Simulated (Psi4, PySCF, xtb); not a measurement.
Dimer: H2S (SMILES S) (first 3 atoms) with CH3Cl (SMILES CCl); geometry from B3LYP-D3(BJ)/def2-TZVP, rigid monomers moved along the line of their centres of mass till H3···Cl5 is 3.12 Å.
(charge 0, multiplicity 1):
```xyz
8

S     -1.993    -0.387    -0.438
H     -1.264     0.644    -0.893
H     -0.909    -1.013     0.055
C     -0.139    -0.208     3.403
Cl     1.022    -1.240     2.497
H     -0.534    -0.791     4.229
H      0.398     0.662     3.769
H     -0.932     0.083     2.720
```

Monomers are frozen at their geometry in the pair; levels with a basis set take the counterpoise correction. Rows marked so take none.

Cores are frozen in the correlated methods. Rows in STO-3G carry no dispersion term and start afresh at each structure.

Codes used: Psi4 for SAPT; PySCF for STO-3G rows; xtb for the GFN methods. 

### Question
Estimate the interaction energy that GFN2-xTB returns for this input.

### Answer
-79 meV

### Question
Predict the interaction energy from HF/STO-3G (no counterpoise).

### Answer
-21 meV

### Question
What is the computed interaction energy (SAPT0/jun-cc-pV(D+d)Z)?

### Answer
-72 meV
